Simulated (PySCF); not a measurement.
How methods differ on the ionisation energy of Fe

Fe [Ar] 3d6 4s2 (5D) → Fe⁺ [Ar] 3d6 4s1 (6D), as a difference of total energies. Computed with PySCF 2.14 in x2c-TZVPall (6s5p4d1f, 48 functions), with scalar relativity by spin-free X2C-1e. Correlated levels: valence: [Ar] frozen. The calculations carry no spin-orbit coupling.

| method | ionisation energy (eV) | error (eV) |
| --- | --- | --- |
| UHF | 6.438 | -1.466 |
| M06-L | 8.058 | +0.154 |
| TPSS | 7.666 | -0.238 |
| MP2 (valence) | 7.345 | -0.559 |
| SCS-MP2 (valence) | 7.501 | -0.403 |

Reference: 7.904 eV (measured; NIST levels, between the centres of gravity of the two terms).

Errors of the correlated levels include the incompleteness of this basis and the frozen core.

MP2 underrates the near-degeneracy of ns² with np² in the lower species.
